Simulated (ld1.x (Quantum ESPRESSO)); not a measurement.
## Varying the TM potential for sulfur (S)

Base potential:

S, norm-conserving Troullier–Martins (Kleinman–Bylander form), made with ld1.x (Quantum ESPRESSO) 7.5 (LDA (PZ), scalar-relativistic). Core [Ne], reference 3s2 3p4. Waves: 3s (bound): rc 1.05 bohr; 3d channel at -0.15 Ry: rc 1.45 bohr; 3p (bound): rc 1.55 bohr. Local part: the p channel. Core correction: none.

Cutoffs, loose and tight: the cutoffs (Ry, on a coarse ladder) from which the occupation-weighted sum of valence levels, in a spherical-Bessel basis at the reference potential, stays within 10 and 1 mRy of its value at 400 Ry. They do not see the model core or the augmentation charge, which bear on the density cutoff. Test errors are all-electron minus pseudo excitation energies from the reference, over the configurations 3s2 3p3; 3s2 3p2; 3s2 3p1; 3s1 3p4; 3s2 3p4.3; 3s1 3p5; 3s2 3p3.5 (two spin-polarised tests are not counted in the largest error). A dash means not determined; rows that change the core or the reference have their own tests.

```csv
change,outcome,"cutoff, loose","cutoff, tight",bound ghosts,largest test error (meV)
base,generated,80 Ry,200 Ry,none,+144
wave 3p (bound): rc 1.55 bohr becomes 3p (bound): rc 1.00 bohr,generated,140 Ry,300 Ry,none,+166
wave 3p (bound): rc 1.55 bohr becomes 3p (bound): rc 1.12 bohr,generated,100 Ry,230 Ry,none,+146
wave 3p (bound): rc 1.55 bohr becomes 3p (bound): rc 1.42 bohr,generated,80 Ry,200 Ry,none,+143
wave 3p (bound): rc 1.55 bohr becomes 3p (bound): rc 1.60 bohr,generated,80 Ry,200 Ry,none,+143
wave 3p (bound): rc 1.55 bohr becomes 3p (bound): rc 1.74 bohr,generated,80 Ry,200 Ry,none,+142
wave 3p (bound): rc 1.55 bohr becomes 3p (bound): rc 1.90 bohr,generated,80 Ry,200 Ry,none,+139
wave 3p (bound): rc 1.55 bohr becomes 3p (bound): rc 2.00 bohr,generated,80 Ry,200 Ry,none,+136
wave 3p (bound): rc 1.55 bohr becomes 3p (bound): rc 2.16 bohr,generated,80 Ry,200 Ry,none,+130
wave 3p (bound): rc 1.55 bohr becomes 3p (bound): rc 2.36 bohr,generated,80 Ry,200 Ry,none,+124
```

What comes out with this change to the base: wave 3p (bound): rc 1.55 bohr becomes 3p (bound): rc 1.32 bohr?

outcome: generated; cutoff, loose: 90 Ry; cutoff, tight: 200 Ry; bound ghosts: none; largest test error (meV): +142.

Reading the sweep of the p radius (base included, trends over the rows without a ghost): The loose cutoff falls from 140 Ry at 1 to 80 Ry at 2.36 bohr. A larger radius leaves more room for a smooth pseudo-wave, so fewer plane waves are needed; a smaller one forces it to follow the all-electron wave where it bends sharply. The median size of the test errors (rows with all tests solved) is not monotonic: lowest 5.7 meV at 1.55 bohr, highest 8.4 meV at 2.36 bohr.
